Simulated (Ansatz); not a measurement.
Breaking the C4–H7 bond in C2H6Se (SMILES CC[SeH]) (multiplicity 1 held, fragments rigid). Energies count from the point at 1.090 Å.
Geometry at that point (charge 0, multiplicity 1):
| atom | x (Å) | y (Å) | z (Å) |
|---|---|---|---|
| Se | -0.5550 | -0.2121 | 0.5536 |
| H | -1.5261 | -0.0592 | -0.5427 |
| C | 1.0321 | -0.2479 | -0.6291 |
| C | 1.2488 | 1.0370 | -1.4077 |
| H | 0.9338 | -1.1110 | -1.2841 |
| H | 1.8562 | -0.4434 | 0.0569 |
| H | 1.3446 | 1.8920 | -0.7383 |
| H | 0.4158 | 1.2333 | -2.0844 |
| H | 2.1598 | 0.9663 | -2.0093 |

Restricted levels (R-, RO-) in cc, def2 and unpolarised 6-31G sets keep to the state of the molecule at rest. Unrestricted levels (U-) break spin symmetry where that is lower. Active spaces are followed from a long bond inwards. Levels need not reach the same state.

Correlated levels freeze the cores. Filled d and f shells under p-block atoms count as core.

The values were computed with Ansatz (a quantum-chemistry and plane-wave program) with Gaussian orbitals. Values without a source in brackets are computed.

Energies in kcal/mol.

```tsv
R (Å)	R-MP2/cc-pVDZ	U-SCS-MP2/cc-pVDZ	U-CCSD(T)/cc-pVDZ	SC-NEVPT2 on CASSCF(2,2)/cc-pVDZ	FIC-MRCISD+Q on CASSCF(2,2)/cc-pVDZ
0.872	33.4	33.6	33.9	34.4	33.8
0.981	7.3	7.4	7.5	7.8	7.5
1.090	0.0	0.0	0.0	0.0	0.0
1.199	3.1	3.0	2.7	2.5	2.8
1.308	11.7	11.4	10.9	10.3	10.9
1.472	29.0	28.5	27.2	26.3	27.2
1.635	47.7	46.9	44.4	43.2	44.4
1.908	76.6	86.7	70.4	68.0	69.3
2.180	100.3	102.1	89.9	86.1	87.3
2.507	121.6	108.7	104.4	99.3	100.4
2.943	139.1	111.3	110.4	107.0	107.9
3.488	146.9	112.1	111.6	109.8	110.6
```

Doubts at one or more of the structures used: a restricted determinant that unrestricted orbitals would lower (R-MP2/cc-pVDZ); a spin-contaminated determinant (U-SCS-MP2/cc-pVDZ, U-CCSD(T)/cc-pVDZ); T1 above 0.05 (U-CCSD(T)/cc-pVDZ).
